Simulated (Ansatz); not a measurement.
Basis-set extrapolation for `O[SiH](O)O[SiH2]F` (PBE0-D4/def2-TZVP geometry, frozen core, Ansatz 0.2.0). Multiplicity 1, RHF reference.

```tsv
	def2-TZVPP	def2-QZVPP
HF	-905.278646	-905.314633
MP2 correlation	-1.196667	-1.299614
CCSD(T) correlation	-1.263299	not run
```

Energies in hartree. Use E(X) = E(∞) + A·exp(−7.88·√X) for Hartree–Fock and E(X) = E(∞) + B·X^(−2.97) for correlation, with X = 3 and 4, and add CCSD(T) minus MP2 of the smaller set to the MP2 limit.

What is the CCSD(T) energy at the basis-set limit?

HF limit: -905.314633 + (-0.035987) × 0.13774 = -905.31959. MP2 limit: -1.299614 + (-0.102947) × 0.74074 = -1.37587. Higher-order term: -1.263299 − (-1.196667) = -0.06663. Total: -906.76209 hartree, 5.99 eV below CCSD(T)/def2-TZVPP.
